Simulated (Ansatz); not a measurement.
Job for Ansatz (a first-principles code): R-PBE/def2-TZVPP on H5NO2Sn (SMILES [NH2][SnH]([OH])[OH]), a point of a torsion scan. Elements past Kr take the def2 small-core potentials; no spin–orbit coupling.

Ansatz 0.2 input:
```yaml
crystal:
  periodic: [false, false, false]
  atoms:
    - {symbol: N, position_ang: [1.59482033, -0.44000225, 0.34081891]}
    - {symbol: Sn, position_ang: [-0.32809682, 0.11428728, 0.23950598]}
    - {symbol: O, position_ang: [-1.18340265, -0.51253149, 1.85609621]}
    - {symbol: O, position_ang: [-1.22228182, -0.96025550, -1.09124320]}
    - {symbol: H, position_ang: [2.23254149, 0.18206881, -0.14071671]}
    - {symbol: H, position_ang: [1.71255586, -1.35302221, -0.08633883]}
    - {symbol: H, position_ang: [-0.60666528, 1.74543270, 0.01404747]}
    - {symbol: H, position_ang: [-0.63189822, -0.50870403, 2.63642286]}
    - {symbol: H, position_ang: [-2.05426583, -1.32216144, -0.78709120]}
basis:
  gaussian:
    orbitals: def2-TZVPP
hamiltonian:
  xc: {name: PBE}
scf: {lower_state_search: off}
```

Program output:

```
WARN ansatz: RAYON_NUM_THREADS=1 ignored (pool sized by the plan → 1); use --threads N
Functional definition: PBE
these checks for a lower state are left out or cut short: stability, starts, cluster_reference, orbital_swaps, neighbouring_geometries, increment
integrals: 0.12 GiB planned
1140 factors; their error is unknown
mean field: 0.85 GiB planned
mean field evaluation 1: about -11471.7521 eV, gradient 1.2e2 eV
mean field evaluation 2: about -11345.3748 eV, gradient 2.5e2 eV
mean field evaluation 4: about -11493.0504 eV, gradient 2.6e1 eV
mean field evaluation 8: about -11494.3824 eV, gradient 1.2e-1 eV
mean field evaluation 16: about -11494.3767 eV, gradient 1.3e-4 eV
mean field -11494.37671377 eV, -422.4105530628 hartree, gradient 4.9e-6 eV, S^2 0.000000; 0 other end points of the search recorded, 0 dependent functions left out
reference -11494.37676607 eV, -422.4105549848 hartree; 25, 25 occupied and 188, 188 virtual orbitals, 1140 factors
Total energy: -11494.37676607 eV, -422.4105549848 hartree
Checks for a lower state left out: stability, starts, cluster_reference, orbital_swaps, neighbouring_geometries, increment
```

Self-consistency was reached.

Cost: roughly 3 core-seconds.
